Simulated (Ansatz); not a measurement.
Species: sum formula SiNH$_{5}$ (charge 0, singlet). 
Structure (B3LYP-D3(BJ)/def2-TZVP (Ansatz, a quantum-chemistry and plane-wave program) minimum search):
SMILES: N[SiH3]
```xyz
7

Si    -0.5698    -0.0218     0.0815
N      1.1270     0.0592    -0.2111
H     -1.1332     1.3310    -0.1334
H     -1.1511    -0.9874    -0.8795
H     -0.9726    -0.4582     1.4471
H      1.6789     0.7924     0.2058
H      1.6667    -0.7871    -0.3025
```
Charge 0, spin multiplicity 1.

Property: atomisation energy (electronic, to ground-state atoms), in kcal/mol. Valence correlation only, unless marked. Open shells are spin-unrestricted. Spin-orbit coupling is left out. No relativistic terms. The coupled-cluster limit lacks core correlation, which all-electron functionals hold. CBS marks a two-point X^-3 extrapolation of the correlation energy; Hartree-Fock from the larger set (for Q and 5 zeta extrapolated as (X+1)exp(-9√X)).

```csv
level,program,atomisation energy (kcal/mol)
HF/def2-SVP,Ansatz,369.0
HF/cc-pV(5+d)Z,Ansatz,376.8
```

Q: What does CCSD(T)/CBS(cc-pV(Q+d)Z,cc-pV(5+d)Z) (Ansatz) give?

A: 518.1 kcal/mol, so HF/cc-pV(5+d)Z differs from it by -141.3 kcal/mol.
